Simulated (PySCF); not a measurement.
**Two-component Hartree-Fock for Kr(3+) (krypton, charge +3)**

Start: [Ar] 3d10 4s1 4p3 5s1; 4s1/2 filled at m_j = +1/2; 4p3/2 filled at m_j = -1/2, +1/2, +3/2; 5s1/2 filled at m_j = +1/2. Calculated with PySCF 2.14 in x2c-TZVPall-2c with one added diffuse shell each of s, p, d type (7s8p5d1f, 63 functions): generalised Hartree-Fock with the X2C-1e Hamiltonian and a Gaussian nucleus; one run each with spin-orbit coupling (SO) switched off, then screened by Boettger's factors. This is a chosen level, not necessarily the ground level.

```json
{"spinor shell": "1s1/2", "electrons": "2", "ε, spin-free (eV)": "-14454.4", "ε, screened SO (eV)": "-14454.0", "weight of nominal j (screened SO)": "1.000", "rms radius, screened SO (bohr)": "0.0478"}
{"spinor shell": "2s1/2", "electrons": "2", "ε, spin-free (eV)": "-2009.5", "ε, screened SO (eV)": "-2009.4", "weight of nominal j (screened SO)": "1.000", "rms radius, screened SO (bohr)": "0.199"}
{"spinor shell": "2p1/2", "electrons": "2", "ε, spin-free (eV)": "-1777.1", "ε, screened SO (eV)": "-1814.0", "weight of nominal j (screened SO)": "1.000", "rms radius, screened SO (bohr)": "0.174"}
{"spinor shell": "3s1/2", "electrons": "2", "ε, spin-free (eV)": "-353.39", "ε, screened SO (eV)": "-353.35", "weight of nominal j (screened SO)": "1.000", "rms radius, screened SO (bohr)": "0.564"}
{"spinor shell": "3p1/2", "electrons": "2", "ε, spin-free (eV)": "-276.99", "ε, screened SO (eV)": "-282.84", "weight of nominal j (screened SO)": "0.987", "rms radius, screened SO (bohr)": "0.574"}
{"spinor shell": "3p3/2", "electrons": "4", "ε, spin-free (eV)": "-276.99", "ε, screened SO (eV)": "-274.16", "weight of nominal j (screened SO)": "0.994", "rms radius, screened SO (bohr)": "0.584"}
{"spinor shell": "3d3/2", "electrons": "4", "ε, spin-free (eV)": "-150.19", "ε, screened SO (eV)": "-151.16", "weight of nominal j (screened SO)": "0.887", "rms radius, screened SO (bohr)": "0.608"}
{"spinor shell": "3d5/2", "electrons": "6", "ε, spin-free (eV)": "-150.19", "ε, screened SO (eV)": "-149.50", "weight of nominal j (screened SO)": "0.924", "rms radius, screened SO (bohr)": "0.606"}
{"spinor shell": "4s1/2", "electrons": "1", "ε, spin-free (eV)": "-78.920", "ε, screened SO (eV)": "-78.893", "weight of nominal j (screened SO)": "1.000", "rms radius, screened SO (bohr)": "1.52"}
{"spinor shell": "4p3/2", "electrons": "3", "ε, spin-free (eV)": "-57.502", "ε, screened SO (eV)": "-57.513", "weight of nominal j (screened SO)": "0.636", "rms radius, screened SO (bohr)": "1.71"}
{"spinor shell": "5s1/2", "electrons": "1", "ε, spin-free (eV)": "-25.556", "ε, screened SO (eV)": "-25.552", "weight of nominal j (screened SO)": "1.000", "rms radius, screened SO (bohr)": "3.58"}
```

Problem. Where does 2p3/2 lie, and what is the 2p spin-orbit splitting (screened SO)?

Solution. At -1759.4 eV, 54.603 eV above 2p1/2.

```json
{"quantity": "E (hartree)", "spin-free": "-2784.22869", "screened SO": "-2784.39801"}
{"quantity": "M_J", "spin-free": "5/2", "screened SO": "5/2"}
{"quantity": "⟨J²⟩", "spin-free": "8.751", "screened SO": "8.751"}
{"quantity": "⟨L²⟩", "spin-free": "0.000", "screened SO": "0.013"}
{"quantity": "⟨S²⟩", "spin-free": "8.751", "screened SO": "8.728"}
```

Each row is a mean over spinors that exchange with the open shell spreads, by up to 2.441 eV (3s1/2).

Rows whose weight is well below 1 are mixtures of j = l ± 1/2: exchange outweighs spin-orbit coupling there, and the label is only the starting occupation.

Without spin-orbit coupling the j labels of p, d and f shells carry no meaning; the spin-free column gives the mean over the occupied spinors of each nl shell.
